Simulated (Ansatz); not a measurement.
Relaxation of BFH5NO2 (10 atoms, charge 0, multiplicity 1), to a largest force component of 0.03 eV/Å in at most 50 steps.

Computed with RKS B3LYP-D4/def2-SVP (Ansatz 0.2.0).

```xyz
10
Properties=species:S:1:pos:R:3
B -0.098 -0.400 -0.083
O -0.166 -0.631 1.286
H -1.081 -0.624 1.596
O 1.058 -0.561 -0.764
H 1.795 -0.770 -0.181
F -1.229 -0.172 -0.762
N 0.179 2.192 0.787
H 1.016 2.776 0.870
H -0.628 2.808 0.929
H 0.193 1.533 1.590
```

**Question.** Where does it end, and by what steps?

**Answer.** The run converged. After 18 steps the energy has fallen by 0.248 eV; H8 moved furthest, 0.99 Å. Joined: B1–N7 (2.75 → 1.72 Å).

```tsv
step	energy less start (eV)	largest force component (eV/Å)	accepted
0	0.0000	0.590	yes
1	-0.0255	0.733	yes
2	-0.0327	0.664	yes
3	-0.0687	0.521	yes
4	-0.0830	1.049	yes
5	-0.1334	0.107	yes
6	-0.1370	0.139	yes
7	-0.1273	0.379	no
8	-0.1432	0.097	yes
9	-0.1442	0.068	yes
10	-0.1471	0.081	yes
11	-0.1520	0.322	yes
12	-0.1668	0.580	yes
13	-0.1919	0.609	yes
14	-0.2008	0.441	yes
15	-0.2380	0.264	yes
16	-0.2436	0.097	yes
17	-0.2458	0.139	yes
18	-0.2482	0.018	yes
```

```xyz
10
Properties=species:S:1:pos:R:3
B 0.023 0.176 0.237
O -0.323 -0.617 1.359
H -1.235 -0.918 1.281
O 1.322 -0.018 -0.283
H 1.588 -0.934 -0.148
F -1.008 0.285 -0.704
N 0.139 1.797 0.796
H 0.592 2.369 0.080
H -0.776 2.197 1.012
H 0.717 1.814 1.638
```

Time of the run: 43 s on 2 threads of Arm Neoverse V1, with other jobs on the host, peak memory 0.17 GiB.
